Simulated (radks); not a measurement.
Au XXXIII, configuration [Kr] 4d10 4f1 (the NIST ground configuration). All-electron calculation, scalar-relativistic Kohn-Sham, exchange-only LDA, spin-polarised, spherical densities, point nucleus; open shells are filled with parallel spins first (spin-orbit coupling, left out, can overturn this in heavy ions). Program: a radial shooting solver on a logarithmic mesh with Libxc functionals.

X-ray form factor f0, the Fourier transform of the density (f0(0) = 47):

sin(theta)/lambda (1/angstrom)  f0 (electrons)
0.05                                    46.923
0.1                                     46.694
0.15                                    46.317
0.2                                     45.796
0.25                                    45.140
0.3                                     44.359
0.4                                     42.468
0.5                                     40.227
0.6                                     37.752
0.8                                     32.559
1                                       27.673
1.25                                    22.698
1.5                                     19.156
2                                       15.036
